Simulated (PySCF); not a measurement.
Two species compared at the same levels of theory.

First species: Nitrosobenzene, C6H5NO.
InChI=1S/C6H5NO/c8-7-6-4-2-1-3-5-6/h1-5H

Second species: C₂H₄O₃S.
SMILES: `OS(=O)(C=C)=O`

Levels: PBE0/pcSseg-1 for dipole moment, HOMO energy, LUMO energy and HOMO–LUMO gap; PBE0-D3(BJ)/def2-SVP for rotational constant A and rotational constant C. Geometries: PBE0-D3(BJ)/def2-SVP. All species are isolated and taken at one optimised geometry, non-relativistic unless stated; the electronic structure was computed with PySCF and density fitting.

The conformers computed, where there is a choice (atom-mapped SMILES and torsion angles):
- `[O:1]=[N:2][c:3]1[cH:4][cH:5][cH:6][cH:7][cH:8]1`: O1–N2–C3–C4 180°
- `[CH2:1]=[CH:2][S:3](=[O:4])(=[O:5])[OH:6]`: C1–C2–S3–O4 -4°, H–O6–S3–C2 92°

Question: Which of the two has the higher dipole moment, and by how much?

Answer: The second: 4.47 D against 3.73 D, a difference of 0.74 D.

Question: Which of the two has the higher HOMO–LUMO gap, and by how much?

Answer: The second: 7.43 eV against 3.73 eV, a difference of 3.70 eV.

Question: Which of the two has the higher HOMO energy, and by how much?

Answer: The first: -6.52 eV against -8.88 eV, a difference of 2.36 eV.

Question: Which has the higher LUMO energy?

Answer: The second: -1.45 eV against -2.79 eV, a difference of 1.34 eV.

Question: Which has the higher rotational constant A?

Answer: The first: 5.264 GHz against 4.702 GHz, a difference of 0.562 GHz.

Question: Which of the two has the higher rotational constant C, and by how much?

Answer: The second: 2.539 GHz against 1.258 GHz, a difference of 1.281 GHz.

On the first: The dipole matches unit charges of opposite sign 0.78 Å apart (1 e·Å = 4.8032 D).

On the second: A dipole of 4.47 D is allowed in C1, and pure rotational transitions are dipole-allowed. The dipole equals about 14.9 × 10⁻³⁰ C·m (1 D = 3.33564 × 10⁻³⁰ C·m).
